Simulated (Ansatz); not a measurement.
Geometry optimisation, Ansatz 0.2.0, RKS PBE0/def2-mTZVP.

input.yaml

```yaml
crystal:
  periodic: [false, false, false]
  atoms:
    - { symbol: W, position_ang: [0.0, 0.0, 0.0] }
    - { symbol: Cl, position_ang: [0.0, 0.0, 2.39] }
    - { symbol: H, position_ang: [1.72, 0.0, 0.0] }
    - { symbol: F, position_ang: [0.0, 1.85, 0.0] }
    - { symbol: H, position_ang: [-1.72, 0.0, 0.0] }
    - { symbol: H, position_ang: [0.0, -1.72, 0.0] }
    - { symbol: H, position_ang: [0.0, 0.0, -1.72] }
basis:
  gaussian: { orbitals: def2-mTZVP }
hamiltonian:
  xc: pbe0
relax:
  f_tol: 0.02
  max_steps: 40
```

Launched with:

```bash
$ ansatz run input.yaml --threads 1 --pin off --max-ram 2048MiB --backend cpu --events-out ev --progress --plain --runs-dir out
```

**Question.** Where does it end, and by what steps?

**Answer.** The run converged. After 9 steps the energy has fallen by 3.743 eV; W1 moved furthest, 0.50 Å.

```tsv
step	energy less start (eV)	largest force component (eV/Å)	accepted
0	0.0000	5.715	yes
1	-1.5340	1.344	yes
2	-2.6295	2.533	yes
3	-3.4405	1.724	yes
4	-3.6916	0.949	yes
5	-3.7355	0.236	yes
6	-3.7423	0.079	yes
7	-3.7430	0.035	yes
8	-3.7431	0.071	yes
9	-3.7432	0.008	yes
```

```xyz
7
Properties=species:S:1:pos:R:3
W 0.000 0.355 0.358
Cl 0.000 -0.446 2.491
H 1.441 -0.219 -0.274
F 0.000 2.067 -0.419
H -1.441 -0.219 -0.274
H 0.000 -1.299 0.037
H 0.000 -0.110 -1.249
```

Whether the end is a true minimum wasn't checked by a vibrational analysis.

The run took 54 s on 1 thread of Arm Neoverse V1, with other jobs on the host, peak memory 0.18 GiB.
